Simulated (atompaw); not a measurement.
## Before and after: PAW (atompaw) potential for sulfur (S)

atompaw 4.2.0.5 input, output lines left out:

```
S 16
LDA-PW scalarrelativistic loggrid 1500 logderivrange -3 5 201
3 3 0 0 0 0
3 1 4
0 0 0
c
c
v
c
v
1
1.45 1.15 1.25 1.20
y
3.3
n
y
4.85
n
custom rrkj gramschmidtortho sinc
2 0 troulliermartins
1.45
1.45
1.45
1.45
```

Change: wave 3s (bound): rc 1.45 bohr becomes 3s (bound): rc 1.30 bohr.

Cutoffs: the cutoffs (Ry, on a coarse ladder) from which the occupation-weighted sum of valence levels, in a spherical-Bessel basis at the reference potential, stays within 10 and 1 mRy of its value at 400 Ry; they do not see the model core or the augmentation charge, which bear on the density cutoff.

Problem. What does the change do?

Solution. The potential gets harder (18 Ry and 35 Ry → 21 Ry and 40 Ry); a bound ghost appears in s, which as a rule spoils a file.

```csv
quantity,base,changed
"cutoff, loose",18 Ry,21 Ry
"cutoff, tight",35 Ry,40 Ry
loose cutoff by channel (10 mRy a level),"s 10 Ry, p 12 Ry","s 21 Ry, p 12 Ry"
bound ghosts,none,s
s: phases at 1.46 bohr within 0.05 rad from the reference energy up to (Ry; the scan ends near 5),to the end of the scan,to the end of the scan
p: phases at 1.46 bohr within 0.05 rad from the reference energy up to (Ry; the scan ends near 5),to the end of the scan,to the end of the scan
lowest overlap eigenvalue by channel,"s 0.41, p 0.67","s 0.04, p 0.67"
```

 A true bound ghost makes a file unfit for plane-wave use even where its test errors are small: the radial tests pick states by their node count and pass the ghost by. The cutoffs see the waves, projectors and local potential, not the compensation charge or the core.
